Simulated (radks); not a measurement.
The numbers below are computed, except where a source is named.
Q: Mean orbital radii <r> (bohr) of the praseodymium ion Pr3+, [Xe] 4f2, of relativity; Dirac values are averaged over j with weights 2j + 1. Spin-unpolarised spherical Kohn-Sham, PBE, point nucleus unless stated (finite: rms radius 4.8919 fm), a radial shooting solver on a logarithmic mesh with Libxc functionals. A level marked "c x" has the speed of light scaled by that factor and shares open shells by 2j + 1; other Dirac levels either fill j = l - 1/2 first or share by 2j + 1.

shell  non-rel.
1s      0.02573
2s       0.1101
2p      0.09352
3s       0.2874
3p       0.2772
3d       0.2482
4s       0.6525
4p       0.6713
4d       0.7204
5s        1.538
5p        1.704
4f       0.9632

Give the values at the level "Dirac, c x 1.25".

A: 
shell  Dirac, c x 1.25  change of magnitude (%)
1s             0.02470                    -4.01
2s              0.1053                    -4.30
2p             0.09145                    -2.21
3s              0.2777                    -3.37
3p              0.2726                    -1.67
3d              0.2478                    -0.18
4s              0.6329                    -3.01
4p              0.6623                    -1.35
4d              0.7220                    +0.23
5s               1.495                    -2.84
5p               1.687                    -0.96
4f              0.9940                    +3.20
